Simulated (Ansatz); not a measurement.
Consider the ligand exchange at the Si–S bond: `CO[Si](S)(Cl)OC` + ethylmethylamine → `CCN(C)[Si](Cl)(OC)OC` + H₂S.

Calculated with Ansatz (gas phase, PBE0-D4/def2-TZVP geometries, no zero-point term in ΔE). CBS: MP2 limit from def2 TZ/QZ plus the TZ coupled-cluster correction, frozen cores. This one scheme is used for every species. Functionals use def2-TZVPP. B3LYP here is the variant with VWN-RPA as its local correlation; programs differ in this. One conformer a species, not always the lowest.

```json
{"level": "B3LYP-D4", "ΔE (kcal/mol)": "-2.9"}
{"level": "ωB97X-V", "ΔE (kcal/mol)": "-2.3"}
{"level": "PBE", "ΔE (kcal/mol)": "2.4"}
{"level": "r2SCAN", "ΔE (kcal/mol)": "-0.1"}
{"level": "SCS-MP2/def2-TZVPP", "ΔE (kcal/mol)": "-2.9"}
{"level": "HF/def2-QZVPP", "ΔE (kcal/mol)": "-0.5"}
{"level": "HF/CBS(def2)", "ΔE (kcal/mol)": "-0.5"}
{"level": "MP2/CBS(def2)", "ΔE (kcal/mol)": "-1.9"}
```

(1) What does CCSD(T)/CBS give? (Best estimate.)

Largest T1 diagnostic among the species: 0.011.

Results:

(1) Computed: -2.4 kcal/mol. The listed levels differ from it by -0.5, 0.1, 4.8, 2.3, -0.5, 1.9, 1.9, 0.5 kcal/mol.

From PBE to PBE0 (25 % exact exchange), in def2-TZVPP and without D4, ΔE moves by −1.0 kcal/mol. In def2-TZVPP, CCSD(T) changes the Hartree–Fock value by −3.2 kcal/mol (the triples alone add −0.2 kcal/mol) and MP2 by −2.6 kcal/mol.
